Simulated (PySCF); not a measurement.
C5H7FO.

```xyz
14

C      2.3339     0.1773     0.3497
C      0.8619    -0.0480     0.6183
O      0.3251     0.3175     1.6403
C      0.0980    -0.7338    -0.4822
C     -1.3414    -1.1308    -0.1946
C     -1.0742     0.0120    -1.0945
F     -1.3374     1.2738    -0.6633
H      2.7911     0.7084     1.1942
H      2.8459    -0.7871     0.1935
H      2.4614     0.7630    -0.5759
H      0.6943    -1.3327    -1.1766
H     -1.7309    -2.0629    -0.6107
H     -1.6665    -0.8689     0.8166
H     -1.2293    -0.0836    -2.1747
```

Geometry optimised at B3LYP-D3(BJ)/def2-SVP. One conformer was computed; it need not be the lowest.

Calculation: PBE0/pcSseg-1 run with PySCF. Non-relativistic, no solvent.

Computed absolute GIAO shielding of each atom: isotropic value and principal components (ppm):
```
atom  σ(iso)     σ11     σ22    σ33    span
----  ------  ------  ------  -----  ------
C1     150.3   129.6   131.4  190.0    60.5
C2     -18.2  -105.6   -51.1  102.1   207.6
O3    -329.2  -911.9  -430.6  354.8  1266.7
C4     155.3   117.6   143.1  205.4    87.8
C5     170.8   148.1   166.5  197.7    49.6
C6     108.9    62.6    88.3  175.7   113.1
F7     408.1   378.2   395.9  450.2    71.9
H8      29.1    25.7    27.2   34.4     8.7
H9      28.9    25.9    28.2   32.5     6.6
H10     28.8    25.6    28.8   32.0     6.4
H11     29.5    24.0    28.7   35.8    11.8
H12     30.4    25.0    26.4   39.9    14.8
H13     29.2    24.3    27.3   36.0    11.7
H14     26.9    22.1    26.1   32.6    10.4
```
